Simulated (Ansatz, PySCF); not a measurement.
Cd(NH2)(SMe) (CH5CdNS), SMILES C[S][Cd][NH2]. Atoms are numbered in the order given.

```xyz
9

Cd    -0.2036     0.8111     0.1472
N     -1.3935     2.3525     0.6320
H     -1.0909     2.8856     1.4455
H     -2.3693     2.1056     0.7875
S      1.2133    -0.9033    -0.5731
C      1.7224    -0.3352    -2.2352
H      0.8709    -0.2412    -2.9232
H      2.3985    -1.1056    -2.6325
H      2.2717     0.6158    -2.2014
```
Charge 0, spin multiplicity 1.

The structure is a stationary point at PBE0-D3(BJ)/def2-SVP. The structure was generated by enumeration; whether it is a known compound was not checked. The def2 effective core potentials stand for the cores of Cd; spin–orbit coupling is left out. One conformer was computed; it need not be the lowest.

Two levels are set side by side: PBE-D3(BJ)/def2-SVP (Ansatz, a program for electronic structure) and PBE0-D3(BJ)/def2-SVP (Ansatz). Each level has its own optimised geometry; the coordinates shown are those of the second. Frequencies come from the Hessian of PySCF at each geometry. Differences are taken from unrounded values.

```
quantity                            PBE0-D3(BJ)
----------------------------------  -----------
mean bond length (Å)                      1.438
bond Cd1–N2 (Å)                           2.007
bond Cd1–S5 (Å)                           2.338
bond S5–C6 (Å)                            1.829
bond N2–H3 (Å)                            1.019
bond N2–H4 (Å)                            1.019
bond C6–H7 (Å)                            1.099
bond C6–H8 (Å)                            1.099
bond C6–H9 (Å)                            1.099
highest harmonic wavenumber (cm⁻¹)         3648
mean harmonic wavenumber (cm⁻¹)            1327
zero-point energy (kcal/mol)              39.84
```

Task: What does PBE-D3(BJ) give, and how far is it from PBE0-D3(BJ)? (The exact figures need the calculation; the answer reports its results.)

Result: 
```tsv
quantity	PBE-D3(BJ)	PBE-D3(BJ) minus PBE0-D3(BJ)
mean bond length (Å)	1.451	0.013
bond Cd1–N2 (Å)	2.030	0.023
bond Cd1–S5 (Å)	2.354	0.016
bond S5–C6 (Å)	1.845	0.016
bond N2–H3 (Å)	1.030	0.012
bond N2–H4 (Å)	1.030	0.012
bond C6–H7 (Å)	1.107	0.008
bond C6–H8 (Å)	1.108	0.008
bond C6–H9 (Å)	1.107	0.008
highest harmonic wavenumber (cm⁻¹)	3494	-154
mean harmonic wavenumber (cm⁻¹)	1284	-43
zero-point energy (kcal/mol)	38.55	-1.29
```

GGA bonds tend to be longer and softer than those of functionals with exact exchange. Differences between two approximate levels are no errors against the true value.
